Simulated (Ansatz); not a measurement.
[VO3(OH)]2- (VO₄H²⁻). Total charge -2; singlet. Geometry PBE0-D4/def2-SVPD, basis def2-TZVPD, Ansatz.

Cartesian coordinates in Å:
```
V 0.353 -0.250 0.189
O 0.527 -1.834 -0.286
O 1.826 0.502 0.357
O -0.602 -0.093 1.549
O -0.677 0.696 -1.169
H -1.428 0.979 -0.640
```

```json
{"run": "A", "HOMO (eV)": "4.65", "LUMO (eV)": "6.24"}
{"run": "B", "HOMO (eV)": "3.35", "LUMO (eV)": "6.53"}
{"run": "C", "HOMO (eV)": "4.35", "LUMO (eV)": "6.72"}
{"run": "D", "HOMO (eV)": "-0.63", "LUMO (eV)": "7.49"}
{"run": "E", "HOMO (eV)": "1.69", "LUMO (eV)": "7.01"}
{"run": "F", "HOMO (eV)": "3.17", "LUMO (eV)": "6.70"}
```

B3LYP takes the VWN-RPA correlation. A multiply charged anion in the gas phase is held together partly by the finite basis.

Q: The runs used B3LYP, CAM-B3LYP, HF, PBE0, r2SCAN, revPBE. Estimate which is which.

A: A revPBE (0 % exact exchange); B B3LYP (20 % exact exchange); C r2SCAN (0 % exact exchange); D HF (100 % exact exchange); E CAM-B3LYP (range-separated); F PBE0 (25 % exact exchange). Exact exchange lowers occupied and raises empty levels; among semilocal functionals meta-GGAs tend to open the gap a little, and such runs are hard to tell apart. The gap grows from 1.58 eV (revPBE) to 8.12 eV (HF). At revPBE-D4/def2-TZVPD, B3LYP-D4/def2-TZVPD, r2SCAN-D4/def2-TZVPD, CAM-B3LYP-D4/def2-TZVPD and others the highest occupied level of the charge -2 singlet lies above zero (up to 4.65 eV). The electron is either unbound and held by the finite basis, or the level is raised by self-interaction error.
